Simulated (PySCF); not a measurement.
# C₆ coefficients of unlike pairs at UHF

Calculated with PySCF 2.14 from the dipole response of each species, C₆(A,B) = (3/π) ∫ α_A(iu) α_B(iu) du, in atomic units, from isotropic polarisabilities. For ions this is the dispersion term alone; charge-induced terms of lower order in 1/R come first.

```json
{"species": "Ne⁺", "configuration": "[He] 2s2 2p5 (2P)", "basis": "dyall-acv3z (15s9p4d2f)", "relativity": "spin-free X2C", "α (bohr³)": "1.215", "C₆ (like pair)": "2.098"}
{"species": "Ne³⁺", "configuration": "[He] 2s2 2p3 (4S)", "basis": "aug-cc-pCVQZ-DK (9s8p6d4f2g)", "relativity": "spin-free X2C", "α (bohr³)": "0.7102", "C₆ (like pair)": "0.6094"}
{"species": "Pd", "configuration": "[Kr] 4d10 (1S)", "basis": "aug-cc-pVTZ-PP with ECP28MDF (6s6p5d3f2g)", "relativity": "core potential", "α (bohr³)": "18.91", "C₆ (like pair)": "124.3"}
{"species": "Cs⁺", "configuration": "[Xe] (1S)", "basis": "def2-QZVPPD with the def2 core potential (46 electrons) (6s5p4d3f)", "relativity": "core potential", "α (bohr³)": "15.62", "C₆ (like pair)": "129.8"}
```

Task: Estimate C₆ for Cs⁺ with Ne³⁺.

Result: The integral gives 7.970. The combination rule 2 C_A C_B / (C_A α_B/α_A + C_B α_A/α_B) gives 8.197 and the geometric mean 8.895.

No spin-orbit coupling is included.

The other pairs:

```tsv
pair	C₆
Pd, Ne⁺	14.48
Pd, Ne³⁺	7.884
Cs⁺, Pd	125.7
Cs⁺, Ne⁺	14.69
Ne³⁺, Ne⁺	1.127
```
